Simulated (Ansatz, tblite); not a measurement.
Forces on the cluster Cs2F at its PBE0-D4/def2-TZVP geometry. Charge 0, multiplicity 2.

In the def2 sets Cs takes a core potential; there is no spin–orbit coupling. The xTB rows come from tblite. HSE06 is defined as in plane-wave codes, on full-range PBE exchange. The structure comes from a short search, and lower isomers may exist.

GFN1-xTB (tblite), largest force 0.45 eV/Å:

```xyz
3
positions Å, forces eV/Å
Cs   -2.193   -0.128   -0.810    0.408    0.007    0.179
Cs    1.900   -0.283    1.338   -0.378    0.036   -0.234
F     0.293    0.411   -0.528   -0.031   -0.043    0.055
```

GFN2-xTB (tblite), largest force 0.28 eV/Å:

```
Cs 0.115 -0.084 0.189
Cs -0.226 -0.071 0.010
F 0.110 0.155 -0.199
```

HSE06-D4/def2-TZVP (Ansatz), largest force 0.02 eV/Å:

```
Cs -0.017 0.001 -0.009
Cs 0.017 -0.001 0.009
F 0.000 0.000 0.000
```
